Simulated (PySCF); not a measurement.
A PySCF script (with the pyscf-properties extension) for the NMR shieldings of SMILES C=CC[SiH2][SiH2][SiH2]Cl, C3H11ClSi3, on a GFN2-xTB geometry:

```python
import basis_set_exchange as bse
import numpy as np
from pyscf import gto, dft
from pyscf.prop import nmr

atoms = """
C    -2.949541    1.316284    0.869077
C    -2.580282    0.301009    0.108633
C    -1.208803    0.104198   -0.425596
Si   -0.270975   -1.232579    0.574854
Si    1.929969   -1.324197   -0.171919
Si    3.180035    0.612224    0.105252
Cl    2.087841    2.197937   -0.564782
H    -3.950321    1.410456    1.254409
H    -2.260520    2.102823    1.131364
H    -3.290678   -0.478082   -0.137637
H    -1.260211   -0.203057   -1.471646
H    -0.655044    1.042804   -0.384475
H    -0.354669   -0.865271    1.996394
H    -1.015761   -2.494835    0.443400
H     1.992513   -1.724121   -1.589465
H     2.659024   -2.402089    0.514883
H     3.489221    0.933645    1.500646
H     4.449443    0.709168   -0.618368
"""
names = dict.fromkeys(["C", "Si", "Cl", "H"], "pcSseg-1")
basis = {el: gto.basis.parse(bse.get_basis(n, elements=[el], fmt="nwchem")) for el, n in names.items()}
mol = gto.M(atom=atoms, basis=basis, charge=0, verbose=0)
mf = dft.RKS(mol, xc="PBE0")
mf.grids.level = 2
mf.grids.alignment = dft.numint.BLKSIZE   # the property module wants whole blocks of grid points
mf.conv_tol = 1e-9
mf.kernel()

calc = nmr.RKS(mf)   # GIAO
C = mf.mo_coeff
Co = C[:, mf.mo_occ > 0]
resp = mf.gen_response(singlet=True, hermi=2)
def vind(x):   # induced exchange potential for any number of trial vectors
    d = np.einsum("pi,xij,qj->xpq", C, 2 * x.reshape(-1, C.shape[1], Co.shape[1]), Co, optimize=True)
    return np.einsum("xpq,pi,qj->xij", resp(d - d.transpose(0, 2, 1)), C, Co, optimize=True).ravel()
mo1, _ = nmr.rhf.solve_mo1(calc, with_cphf=vind)
sigma = calc.kernel(mo1)
for i, s in enumerate(sigma):   # ppm
    print("%2d %-2s %9.2f" % (i, mol.atom_pure_symbol(i), np.trace(s) / 3))
```

Task: Give the expected output.

Result: 
```
 0 C      66.40
 1 C      42.04
 2 C     164.26
 3 Si    414.47
 4 Si    477.43
 5 Si    375.05
 6 Cl   1046.57
 7 H      26.48
 8 H      26.30
 9 H      25.53
10 H      30.02
11 H      29.39
12 H      27.83
13 H      27.50
14 H      28.24
15 H      28.51
16 H      26.23
17 H      26.13
```

These numbers come from an equivalent density-fitted implementation of the same equations, which agrees with the script to about 0.01 ppm for H and up to a few tenths of a ppm for heavy atoms, so last digits may differ.

Task: Turn these shieldings into chemical shifts. Scale: 13C (186.93 ppm), 29Si (349.16 ppm), 1H (31.72 ppm) vs TMS; HCl for 35Cl (949.78 ppm) (reference shieldings calculated alike).

Result: Averaging equivalent atoms: C 1: 144.9; C 0: 120.5; C 2: 22.7; Si 5: -25.9; Si 3: -65.3; Si 4: -128.3; Cl 6: -97; H 9: 6.19; H 16/17: 5.54; H 8: 5.41; H 7: 5.23; H 12/13: 4.05; H 14/15: 3.34; H 10/11: 2.01 ppm. 

Size and cost of the density-fitted run: 202 basis functions, 81 s wall time on 1 thread of an Arm Neoverse N1, shared host; peak memory 0.91 GiB.
